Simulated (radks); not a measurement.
The table gives one normalised radial function P(r) = r R(r) (large component) of Sm40+ in [Ar] 3d4 (r in bohr). Calculated with a radial shooting solver on a logarithmic mesh with Libxc functionals: Dirac Kohn-Sham, LDA (Slater exchange, Perdew-Wang correlation), spin-unpolarised, spherical densities, point nucleus; open shells fill j = l - 1/2 first.

r	P
0.002422	0.0346
0.003336	0.0628
0.00463	0.1144
0.006428	0.2051
0.008923	0.3601
0.01239	0.6142
0.0172	1.0065
0.02387	1.5612
0.03314	2.2462
0.046	2.9164
0.06386	3.2918
0.08864	3.0714
0.1231	2.2120
0.1708	1.1202
0.2371	0.3511
0.3292	0.0571
0.457	0.0038
0.6344	0.0001

Which n and l does it have? It may be an empty orbital.

Answer. n = 2, l = 1: the number of nodes gives n - l - 1 = 0, the rise at small r points to l (this Dirac orbital starts as r^gamma with gamma = sqrt((l + 1)^2 - (Z/c)^2) = 1.95; the j = 3/2 orbital of l + 1 starts with the same power, but with a smaller coefficient, and then steepens), and the extent must fit the shell. The curve is that of 2p3/2; the two j differ most near the nucleus, where j = l - 1/2 has the larger amplitude, and in heavy atoms j = l - 1/2 is also the more compact. 2p3/2: eigenvalue -8718.8 eV, 0 radial nodes, <r> = 0.0867 bohr, 90 % of the charge inside 0.141 bohr.
